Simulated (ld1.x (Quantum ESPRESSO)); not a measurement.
**An all-electron radial function and its pseudo partner (Re (Z = 75))**

Columns: radius, all-electron u(r) and pseudo u(r) of the 6s shell (level -6.54 eV) of rhenium in the configuration [Xe] 4f14 5d5 6s1.5 6p0.5; PBE, scalar-relativistic, TM semilocal scheme, ld1.x (Quantum ESPRESSO) 7.5.

| r (bohr) | all-electron | pseudo |
| --- | --- | --- |
| 0.138 | 0.1329 | -0.0130 |
| 0.275 | -0.1286 | -0.0267 |
| 0.413 | -0.1496 | -0.0423 |
| 0.550 | 0.0769 | -0.0606 |
| 0.688 | 0.2582 | -0.0830 |
| 0.825 | 0.3107 | -0.1104 |
| 0.963 | 0.2576 | -0.1445 |
| 1.100 | 0.1433 | -0.1857 |
| 1.238 | 0.0026 | -0.2352 |
| 1.375 | -0.1383 | -0.2918 |
| 1.513 | -0.2677 | -0.3546 |
| 1.650 | -0.3774 | -0.4195 |
| 1.788 | -0.4672 | -0.4831 |
| 1.925 | -0.5360 | -0.5399 |
| 2.062 | -0.5866 | -0.5865 |
| 2.200 | -0.6214 | -0.6208 |
| 2.338 | -0.6423 | -0.6420 |
| 2.475 | -0.6516 | -0.6516 |
| 2.613 | -0.6515 | -0.6515 |
| 2.750 | -0.6439 | -0.6439 |
| 2.888 | -0.6302 | -0.6302 |
| 3.025 | -0.6120 | -0.6120 |
| 3.162 | -0.5903 | -0.5903 |
| 3.300 | -0.5660 | -0.5660 |
| 3.438 | -0.5399 | -0.5399 |
| 3.575 | -0.5130 | -0.5130 |

Q: How many radial nodes do the two functions have?

A: The all-electron 6s function has n − l − 1 = 5 (the table is too coarse to show those close to the nucleus); the pseudo-wave has 0, since the states of the same l below it are removed with the core.

Q: At about which radius was the pseudo-wave matched?

A: 2.70 bohr. The columns agree to 0.0005 from 2.34 bohr on; several derivatives are matched, so the curves merge somewhat inside the radius.

Q: Where does each function peak?

A: Outermost all-electron maximum near 2.48 bohr, pseudo maximum near 2.48 bohr (to the table’s step).

Q: Is the pseudo-wave norm-conserving?

A: Yes: the TM semilocal scheme keeps the norm inside the radius equal to the all-electron one, which fixes the energy derivative of the logarithmic derivative at the level.
